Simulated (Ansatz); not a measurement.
# The HOMO–LUMO gap down a group: O to Te

One atom is swapped for its congeners: C3H8O (methoxyethane) `CCOC`; C3H8S (ethyl methyl sulfide) `CCSC`; C3H8Se `CC[Se]C`; C3H8Te `CC[Te]C`. All are singlets with charge 0.

Shapes, held fixed at every level: PBE0-D4/def2-TZVP. Flexible molecules stand in one conformer, not always the lowest. Programs: Ansatz 0.2.0. Values in eV.

| level | C3H8O | C3H8S | C3H8Se | C3H8Te |
| --- | --- | --- | --- | --- |
| SPW92/def2-TZVPP | 6.26 | 5.06 | 4.23 | 3.30 |
| r2SCAN-D4/def2-TZVPP | 7.39 | 5.75 | 4.84 | 3.80 |
| B3LYP-D4/def2-TZVPP | 8.16 | 6.79 | 5.85 | 4.77 |
| r2SCAN0-D4/def2-TZVPP | 9.47 | 7.74 | 6.69 | 5.48 |
| wB97X-V/def2-TZVPP | 13.07 | 11.68 | 10.69 | 9.39 |
| wB97M-V/def2-TZVPP | 12.60 | 11.13 | 10.30 | 9.06 |

At wB97M-V/def2-TZVPP the HOMO–LUMO gap falls at every step, from 12.60 to 9.06 eV. Every level shows the same order. For atoms past krypton def2 sets carry core potentials with scalar relativity. Relativity is left out for Se unless named. Orbital gaps aren't excitation energies, and the LUMO depends on the basis.
